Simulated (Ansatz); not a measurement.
An input meant for `C#Cc1ccc(C#Cc2ccc(C#Cc3ccc(C#Cc4ccc(C#Cc5ccc(C#Cc6ccc(C#Cc7ccccc7)cc6)cc5)cc4)cc3)cc2)cc1` (charge 0, triplet).

```yaml
crystal:
  periodic: [false, false, false]
  atoms:
    - {symbol: C, position_ang: [24.199941, -0.842921, 1.204051]}
    - {symbol: C, position_ang: [22.976240, -0.808970, 1.130382]}
    - {symbol: C, position_ang: [21.552483, -0.769166, 1.045076]}
    - {symbol: C, position_ang: [20.901106, -0.771871, -0.216476]}
    - {symbol: C, position_ang: [19.510716, -0.732513, -0.300285]}
    - {symbol: C, position_ang: [18.712048, -0.689549, 0.875206]}
    - {symbol: C, position_ang: [17.295090, -0.649342, 0.790947]}
    - {symbol: C, position_ang: [16.063782, -0.613903, 0.718730]}
    - {symbol: C, position_ang: [14.647491, -0.573204, 0.638003]}
    - {symbol: C, position_ang: [13.850695, -0.585903, 1.815689]}
    - {symbol: h, position_ang: [12.461262, -0.546474, 1.737328]}
    - {symbol: C, position_ang: [11.803758, -0.490948, 0.477588]}
    - {symbol: C, position_ang: [10.387809, -0.448866, 0.399061]}
    - {symbol: C, position_ang: [9.155825, -0.410824, 0.333976]}
    - {symbol: C, position_ang: [7.739573, -0.366026, 0.262854]}
    - {symbol: C, position_ang: [7.075598, -0.220377, -0.986094]}
    - {symbol: C, position_ang: [5.685883, -0.172620, -1.054169]}
    - {symbol: C, position_ang: [4.894765, -0.270506, 0.123321]}
    - {symbol: C, position_ang: [3.478514, -0.220826, 0.055432]}
    - {symbol: C, position_ang: [2.246291, -0.176166, -0.000095]}
    - {symbol: C, position_ang: [0.829805, -0.122291, -0.060037]}
    - {symbol: C, position_ang: [0.043342, -0.338666, 1.104769]}
    - {symbol: C, position_ang: [-1.346511, -0.284448, 1.047528]}
    - {symbol: C, position_ang: [-2.015411, -0.008554, -0.176678]}
    - {symbol: C, position_ang: [-3.431751, 0.051160, -0.233054]}
    - {symbol: C, position_ang: [-4.663999, 0.105003, -0.279083]}
    - {symbol: C, position_ang: [-6.080386, 0.169484, -0.329462]}
    - {symbol: C, position_ang: [-6.751561, 0.538766, -1.527296]}
    - {symbol: C, position_ang: [-8.141324, 0.605908, -1.574884]}
    - {symbol: C, position_ang: [-8.925411, 0.304873, -0.427539]}
    - {symbol: C, position_ang: [-10.341632, 0.375477, -0.474994]}
    - {symbol: C, position_ang: [-11.573603, 0.438487, -0.515058]}
    - {symbol: C, position_ang: [-12.989960, 0.512733, -0.559849]}
    - {symbol: C, position_ang: [-13.661233, 0.925425, -1.743101]}
    - {symbol: C, position_ang: [-15.051014, 0.999731, -1.786180]}
    - {symbol: C, position_ang: [-15.834640, 0.663962, -0.648759]}
    - {symbol: C, position_ang: [-17.251838, 0.740084, -0.692797]}
    - {symbol: C, position_ang: [-18.482786, 0.806791, -0.730756]}
    - {symbol: C, position_ang: [-19.902827, 0.884611, -0.774510]}
    - {symbol: C, position_ang: [-20.567594, 1.325818, -1.948993]}
    - {symbol: C, position_ang: [-21.963890, 1.401415, -1.985988]}
    - {symbol: C, position_ang: [-22.724927, 1.041772, -0.860788]}
    - {symbol: C, position_ang: [-22.078384, 0.604914, 0.307867]}
    - {symbol: C, position_ang: [-20.682654, 0.525584, 0.356448]}
    - {symbol: C, position_ang: [-15.163452, 0.248681, 0.533414]}
    - {symbol: C, position_ang: [-13.773670, 0.175037, 0.577142]}
    - {symbol: C, position_ang: [-8.254137, -0.065591, 0.769956]}
    - {symbol: C, position_ang: [-6.864365, -0.131022, 0.818086]}
    - {symbol: C, position_ang: [-1.228960, 0.207162, -1.341609]}
    - {symbol: C, position_ang: [0.160914, 0.150040, -1.284956]}
    - {symbol: C, position_ang: [5.558770, -0.417740, 1.372169]}
    - {symbol: C, position_ang: [6.948447, -0.462614, 1.440517]}
    - {symbol: C, position_ang: [12.600678, -0.478053, -0.700089]}
    - {symbol: C, position_ang: [13.990168, -0.519312, -0.621687]}
    - {symbol: C, position_ang: [19.366275, -0.687083, 2.137564]}
    - {symbol: C, position_ang: [20.756714, -0.725823, 2.220092]}
    - {symbol: H, position_ang: [25.278488, -0.872868, 1.268963]}
    - {symbol: H, position_ang: [21.509786, -0.805658, -1.131997]}
    - {symbol: H, position_ang: [19.015439, -0.735102, -1.282335]}
    - {symbol: H, position_ang: [14.348157, -0.627870, 2.795669]}
    - {symbol: H, position_ang: [11.855243, -0.556842, 2.655036]}
    - {symbol: H, position_ang: [7.676917, -0.144429, -1.903567]}
    - {symbol: H, position_ang: [5.183582, -0.059065, -2.025700]}
    - {symbol: H, position_ang: [0.549536, -0.550985, 2.057552]}
    - {symbol: H, position_ang: [-1.944220, -0.453515, 1.954871]}
    - {symbol: H, position_ang: [-6.155834, 0.773832, -2.421104]}
    - {symbol: H, position_ang: [-8.649243, 0.894332, -2.506468]}
    - {symbol: H, position_ang: [-13.065892, 1.188249, -2.629408]}
    - {symbol: H, position_ang: [-15.558937, 1.321565, -2.706754]}
    - {symbol: H, position_ang: [-19.968366, 1.606127, -2.827401]}
    - {symbol: H, position_ang: [-22.465836, 1.744532, -2.903528]}
    - {symbol: H, position_ang: [-23.823210, 1.103105, -0.894323]}
    - {symbol: H, position_ang: [-22.670255, 0.322161, 1.191779]}
    - {symbol: H, position_ang: [-20.172814, 0.183954, 1.268934]}
    - {symbol: H, position_ang: [-15.758939, -0.014352, 1.419540]}
    - {symbol: H, position_ang: [-13.265869, -0.146543, 1.497891]}
    - {symbol: H, position_ang: [-8.849916, -0.300928, 1.663644]}
    - {symbol: H, position_ang: [-6.356420, -0.418483, 1.749966]}
    - {symbol: H, position_ang: [-1.735088, 0.420818, -2.294129]}
    - {symbol: H, position_ang: [0.758552, 0.318331, -2.192508]}
    - {symbol: H, position_ang: [4.957344, -0.494527, 2.289506]}
    - {symbol: H, position_ang: [7.450820, -0.574971, 2.412149]}
    - {symbol: H, position_ang: [12.103305, -0.435609, -1.680071]}
    - {symbol: H, position_ang: [14.596141, -0.509635, -1.539447]}
    - {symbol: H, position_ang: [18.758482, -0.653379, 3.053634]}
    - {symbol: H, position_ang: [21.252966, -0.723005, 3.201691]}
basis:
  gaussian: {orbitals: STO-3G, final_grid: {core_spheres: 20, valence_spheres: 16, degree: 47}}
magnetization: {spin_polarized: true, initial_magnetization: 2}
hamiltonian: {xc: {name: wB97M-V}}
scf: {omitted_lower_state_checks: [starts]}
```

```sh
$ ansatz run in.yaml --threads 4 --pin off --events-out ev --progress --plain --max-ram 46080MiB --backend cuda --devices 0, --max-vram 37GiB
```

Question: Predict how Ansatz answers.

Answer: The program refused the input. An element symbol is wrong.
```
Error: YAML parse error: error: line 14 column 16: `h` is not an element symbol (H … Og, case-exact)
12 |     - {symbol: C, position_ang: [14.647491, -0.573204, 0.638003]}
13 |     - {symbol: C, position_ang: [13.850695, -0.585903, 1.815689]}
14 |     - {symbol: h, position_ang: [12.461262, -0.546474, 1.737328]}
15 |     - {symbol: C, position_ang: [11.803758, -0.490948, 0.477588]}
16 |     - {symbol: C, position_ang: [10.387809, -0.448866, 0.399061]}
```
